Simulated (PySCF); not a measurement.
Problem. What does the PBE0-D3(BJ)/def2-SVP structure of [CrOI4]-, `[O]=[Cr-]([I])([I])([I])[I]` [radical] look like in three dimensions? (Charge -1 and doublet state.)

Solution. 
```
atom  x, y, z in Å
Cr1    0.0089   -0.0159    0.1673
O2     0.0018   -0.0153    1.6753
I3     2.5809   -0.0220   -0.4611
I4     0.0192    2.5506   -0.4802
I5    -2.5562   -0.0120   -0.4873
I6     0.0086   -2.5814   -0.4833
```

Any rigid rotation of these coordinates is as good. Atoms count from 1 in this order. Cr1 (chromium bonded to 4 I and O) is square pyramidal (τ5 = (β − α)/60° = 0.01 from the two widest angles, 152.0° and 151.6° (0 for a square pyramid, 1 for a trigonal bipyramid)). All 4 Cr–I bonds measure 2.647 to 2.648 Å.

Bonds between heavy atoms (Å): Cr1–O2 1.508, Cr1–I3 2.648, Cr1–I4 2.647, Cr1–I5 2.647, Cr1–I6 2.647.

Method used: PBE0-D3(BJ)/def2-SVP geometry optimisation, gas phase, def2 core potentials past Kr in PySCF 2.14.0.

Point group: C4v (tolerance 0.08 Å). PBE0-D3(BJ)/def2-SVP frequencies: not computed here. ⟨S²⟩ = 0.904 (exact for a doublet: 0.75). The geometry's basis has no diffuse functions, a weakness for an anion.

On one thread of an Arm Neoverse V2, on a shared host, this took 7.6 min wall and 0.79 GiB of memory at its peak. That covers the optimisation of the geometry.
